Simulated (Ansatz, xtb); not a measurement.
Ranking isomers of BrH7OSi3

4 gas-phase structures of BrH7OSi3, from a drawn sample of its isomers (lower ones may exist). Each was relaxed with GFN2-xTB; where two conformers were screened, the lower at r2SCAN-D4/def2-SVP is listed:

A. `O[SiH2][Si@@H]([SiH3])Br`, a singlet
B. `O[Si@@H]([SiH3])[SiH2]Br`, a singlet
C. `O[Si@@H](Br)[SiH2][SiH3]`, a singlet
D. `O[SiH2][SiH2][SiH2]Br`, a singlet

Problem. Estimate their order in r2SCAN-D4/def2-SVP energy at these geometries, lowest first.

Solution. Calculated order at r2SCAN-D4/def2-SVP: C (0.000), A (0.203), D (0.250), B (0.374) eV.

Energies above the lowest of each column, in eV; the last columns are at B3LYP-D3(BJ)/def2-SVP geometries:

| structure | GFN2-xTB | HF/STO-3G | r2SCAN-D4/def2-SVP | B3LYP-D3(BJ)/def2-SVP | CCSD(T)/def2-SVP + ΔMP2/def2-TZVPP |
| --- | --- | --- | --- | --- | --- |
| C | 0.076 | 0.000 | 0.000 | 0.000 | 0.000 |
| A | 0.113 | 0.153 | 0.203 | 0.170 | 0.178 |
| D | 0.011 | 0.083 | 0.250 | 0.208 | 0.202 |
| B | 0.000 | 0.233 | 0.374 | 0.288 | 0.271 |

CCSD(T)/def2-SVP + ΔMP2/def2-TZVPP puts C lowest; GFN2-xTB picks B. Some further structures that were screened fall inside this span and aren't listed. Flexible structures stand in one conformer each, not always the lowest. ΔMP2 is the change of the MP2 energy from the smaller to the larger basis.

Over these structures GFN2-xTB departs from r2SCAN-D4/def2-SVP by 0.150 eV on average once a common shift is removed. A GFN2-xTB relaxation took about 0.72 s and the r2SCAN-D4/def2-SVP energy about 9.8 s on a shared host (Ansatz 0.2.0, xtb 6.7.1).
